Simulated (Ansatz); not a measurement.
`C[O][Ge]([OH])([SiH3])[Cl]` and `C[O][Ge]([OH])([Cl])[Cl]` differ in one atom or group.

Ansatz, PBE0-D4/def2-TZVP geometries, multiplicity 1. Each molecule was computed in one conformer, which needn't be the lowest.

Scalar relativity is left out up to krypton.

```json
{"property": "size of the dipole moment (PBE/def2-TZVPP) / D", "`C[O][Ge]([OH])([SiH3])[Cl]`": "1.68"}
{"property": "HOMO energy (B3LYP/def2-TZVPP) / eV", "`C[O][Ge]([OH])([SiH3])[Cl]`": "-7.82"}
{"property": "LUMO energy (B3LYP/def2-TZVPP) / eV", "`C[O][Ge]([OH])([SiH3])[Cl]`": "-0.66"}
{"property": "size of the dipole moment (ωB97M-V/def2-TZVPP) / D", "`C[O][Ge]([OH])([SiH3])[Cl]`": "1.80"}
{"property": "HOMO–LUMO gap (B3LYP/def2-TZVPP) / eV", "`C[O][Ge]([OH])([SiH3])[Cl]`": "7.17"}
{"property": "HOMO energy (PBE0/def2-TZVPP) / eV", "`C[O][Ge]([OH])([SiH3])[Cl]`": "-8.06"}
```

(1) What does the change do to each property? (An estimate is asked.)

Answers

(1) The calculation gave: 
```json
{"property": "size of the dipole moment (PBE/def2-TZVPP) / D", "`C[O][Ge]([OH])([Cl])[Cl]`": "2.23", "shift": "0.55"}
{"property": "HOMO energy (B3LYP/def2-TZVPP) / eV", "`C[O][Ge]([OH])([Cl])[Cl]`": "-8.55", "shift": "-0.73"}
{"property": "LUMO energy (B3LYP/def2-TZVPP) / eV", "`C[O][Ge]([OH])([Cl])[Cl]`": "-1.38", "shift": "-0.72"}
{"property": "size of the dipole moment (ωB97M-V/def2-TZVPP) / D", "`C[O][Ge]([OH])([Cl])[Cl]`": "2.25", "shift": "0.45"}
{"property": "HOMO–LUMO gap (B3LYP/def2-TZVPP) / eV", "`C[O][Ge]([OH])([Cl])[Cl]`": "7.17", "shift": "0.00"}
{"property": "HOMO energy (PBE0/def2-TZVPP) / eV", "`C[O][Ge]([OH])([Cl])[Cl]`": "-8.81", "shift": "-0.75"}
```

With PBE0 the HOMO falls by 0.75 eV and the LUMO falls by 0.65 eV, so the gap widens by about 0.10 eV. PBE moves the HOMO by -0.58 eV and ωB97M-V by -0.96 eV. Dipoles are sizes alone; their direction can turn.

B3LYP here is the variant with VWN-RPA as its local correlation; programs differ in this.
